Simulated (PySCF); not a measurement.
Ligands exchanged one at a time, Si OCH3-SiH3. Gas-phase values, no solvent. One relaxed conformer stands for each flexible species; it need not be the lowest. Strings in code marks are SMILES.

Computed with PBE-D3(BJ)/def2-TZVP // B3LYP-D3(BJ)/def2-SVP (PySCF). All candidates: neutral, multiplicity 1. Delta-SCF ions had no search for a lower state. 

```yaml
HOMO: -6.95 eV
HOMO–LUMO gap: 5.81 eV
vertical ionisation energy (Delta-SCF): 9.20 eV
```

Question: Name which member has these values.
(A) `[SiH3][Si]([SiH3])([SiH3])[SiH3]`
(B) `CO[Si]([SiH3])([SiH3])[SiH3]` (C–O–Si–Si torsion 60°)
(C) `CO[Si]([SiH3])([SiH3])OC` (C–O–Si–Si torsion 79°, Si–Si–O–C torsion 178°)

Answer: A, `[SiH3][Si]([SiH3])([SiH3])[SiH3]`. The others give `CO[Si]([SiH3])([SiH3])OC` (C–O–Si–Si torsion 79°, Si–Si–O–C torsion 178°): -5.93 eV, 4.61 eV, 8.36 eV; `CO[Si]([SiH3])([SiH3])[SiH3]` (C–O–Si–Si torsion 60°): -6.14 eV, 4.38 eV, 8.58 eV
